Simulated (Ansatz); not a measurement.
C$_{2}$H$_{3}$ClSn (`Cl[C]1=[CH][SnH2]1`). Charge 0, multiplicity 1. Sn: def2 effective core potential. All single points use the PBE0-D4/def2-TZVP geometry.

```xyz
7

Cl   -1.985    0.066    1.858
C    -0.794    0.019    0.628
C    -0.858   -0.068   -0.689
Sn    1.168    0.025   -0.101
H    -1.649   -0.136   -1.427
H     2.098   -1.392   -0.042
H     2.020    1.487   -0.227
```

(1) What is the dipole moment at PBE/def2-TZVPP? (An estimate is asked.)

(2) And with r2SCAN, B3LYP, ωB97M-V? (Best estimate.)

(3) Give the Mulliken charges with PBE, B3LYP, r2SCAN in def2-TZVPP. (An estimate is asked.)

Results:

(1) The calculation gave: 1.80 D, with components (1.44, -0.03, -1.08) D in this frame, pointing from negative to positive charge.

(2) Computed: r2SCAN 1.95 D, B3LYP 2.01 D, ωB97M-V 2.11 D.

(3) Computed: 
```csv
atom,PBE,B3LYP,r2SCAN
Cl1,-0.07,-0.08,-0.09
C2,-0.16,-0.18,-0.16
C3,-0.27,-0.30,-0.29
Sn4,0.58,0.65,0.64
H5,0.09,0.11,0.08
H6,-0.09,-0.10,-0.09
H7,-0.09,-0.10,-0.09
```

B3LYP here is the variant with VWN-RPA as its local correlation; programs differ in this.
